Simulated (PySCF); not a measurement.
SiF₂Cl, SMILES F[Si](F)Cl, multiplicity 2. Atoms are numbered in the order given.

```xyz
4

Si    -0.4349    -0.4192     0.0000
F     -1.1418     0.2410     1.2961
F     -1.1418     0.2410    -1.2961
Cl     1.5671     0.0901     0.0000
```
Charge 0, spin multiplicity 2.

Geometry optimised at B3LYP-D3(BJ)/def2-SVP.

Level of theory: PySCF with PBE/def2-TZVPD.

The molecule is in vacuum.

| Property | Value |
|---|---|
| total energy | -949.10705 hartree |
| point group | Cs |
| α spin, highest occupied and lowest empty level | -6.50 and -0.92 eV |
| β spin, highest occupied and lowest empty level | -8.69 and -4.64 eV |
| dipole moment | 1.04 D |
| quadrupole, principal values (traceless, Buckingham form, about the centre of nuclear charge) | -2.38, -1.02, 3.39 D·Å |
| mean static polarisability | 43.4 bohr³ (6.43 Å³) |
| polarisability, principal values | 36.6, 39.5, 54.1 bohr³ |
| ⟨S²⟩ | 0.752 (pure state 0.75) |
